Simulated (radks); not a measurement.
All-electron atom: Tl+ in [Xe] 4f14 5d9 6s2 6p1 (not the ground configuration). All-electron calculation, Dirac Kohn-Sham, LDA (Slater exchange, Perdew-Zunger correlation), spin-unpolarised, spherical densities, point nucleus; open shells are shared between the two j in proportion to 2j + 1. Program: a radial shooting solver on a logarithmic mesh with Libxc functionals.

Radial electron density D(r) = 4 pi r^2 rho(r):

r (bohr),D(r) (e/bohr)
0.002706,45.48
0.003201,55.02
0.003756,65.08
0.004444,76.36
0.005215,87.29
0.006169,98.23
0.007239,107.3
0.008563,114.4
0.01005,118.0
0.01189,118.1
0.01395,115.0
0.0165,110.0
0.01937,105.8
0.02273,104.9
0.02688,110.1
0.03155,121.1
0.03732,135.9
0.04379,147.8
0.0518,151.4
0.06079,144.3
0.07191,130.3
0.08439,120.6
0.09983,122.6
0.1172,134.1
0.1386,142.4
0.1626,133.6
0.1924,108.2
0.2258,85.71
0.2671,80.51
0.3134,89.48
0.3707,94.19
0.4351,82.50
0.5146,59.30
0.6039,39.88
0.7087,29.30
0.8384,24.62
0.9839,21.07
1.164,16.20
1.366,11.37
1.616,7.333
1.896,4.726
2.243,2.937
2.632,1.793
3.113,0.9839
3.654,0.4976
4.322,0.2106
5.072,0.07882
6,0.02276
7.041,0.005455
8.329,0.0008869
9.774,0.0001094

D(r) has 4 maxima, at r = 0.0110, 0.0502, 0.140, 0.359 bohr, and minima at 0.0217, 0.0893, 0.255 bohr, inside which lie 2.04, 11.00, 30.00 electrons.
